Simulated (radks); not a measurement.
Species: neutral potassium. Configuration: [Ar] 3d1 (not the ground configuration). Method: Dirac Kohn-Sham, PBEsol, spin-unpolarised, spherical densities, point nucleus; open shells fill j = l - 1/2 first; computed with a radial shooting solver on a logarithmic mesh with Libxc functionals.

Radial electron density D(r) = 4 pi r^2 rho(r):

r (bohr),D(r) (e/bohr)
0.00555,1.492
0.007461,2.493
0.01003,4.064
0.01349,6.408
0.01828,9.761
0.02457,13.84
0.03304,18.11
0.04442,21.37
0.05972,22.15
0.08094,19.88
0.1088,16.66
0.1463,16.15
0.1967,19.66
0.2645,22.80
0.3556,19.63
0.4819,11.09
0.6479,5.620
0.8711,5.909
1.171,6.711
1.575,4.659
2.117,1.887
2.869,0.4406
3.857,0.1036
5.186,0.07620
6.972,0.08987
9.374,0.08689
12.6,0.05001
17.08,0.01209
22.96,0.001271

D(r) has 4 maxima, at r = 0.0556, 0.271, 1.11, 7.92 bohr, and minima at 0.131, 0.725, 4.79 bohr, inside which lie 2.16, 10.36, 18.22 electrons.
